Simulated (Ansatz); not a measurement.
One change: `[NH]=[Nb]([NH2])([OH])[F]` becomes `[NH]=[Nb]([NH2])([OH])[OH]`.

Ansatz, PBE0-D4/def2-TZVP geometries, multiplicity 1. Each molecule was computed in one conformer, which needn't be the lowest.

Elements past krypton have def2 core potentials.

```
                                        property  `[NH]=[Nb]([NH2])([OH])[F]`
           HOMO–LUMO gap (B3LYP/def2-TZVPP) / eV                         6.65
             LUMO energy (B3LYP/def2-TZVPP) / eV                        -0.96
size of the dipole moment (B3LYP/def2-TZVPP) / D                         2.51
  size of the dipole moment (PBE/def2-TZVPP) / D                         2.43
            HOMO–LUMO gap (PBE0/def2-TZVPP) / eV                         7.15
               HOMO energy (PBE/def2-TZVPP) / eV                        -6.43
```

Problem. Give the same properties after the change, and the shifts. (Estimate.)

Solution. Computed: 
```tsv
property	`[NH]=[Nb]([NH2])([OH])[OH]`	shift
HOMO–LUMO gap (B3LYP/def2-TZVPP) / eV	6.61	-0.04
LUMO energy (B3LYP/def2-TZVPP) / eV	-0.55	0.41
size of the dipole moment (B3LYP/def2-TZVPP) / D	1.25	-1.26
size of the dipole moment (PBE/def2-TZVPP) / D	1.18	-1.25
HOMO–LUMO gap (PBE0/def2-TZVPP) / eV	7.11	-0.04
HOMO energy (PBE/def2-TZVPP) / eV	-5.98	0.45
```

The zero-point energy changes by 27.9 kJ/mol with +3 modes. Dipoles are sizes alone; their direction can turn.

B3LYP here is the variant with VWN-RPA as its local correlation; programs differ in this.
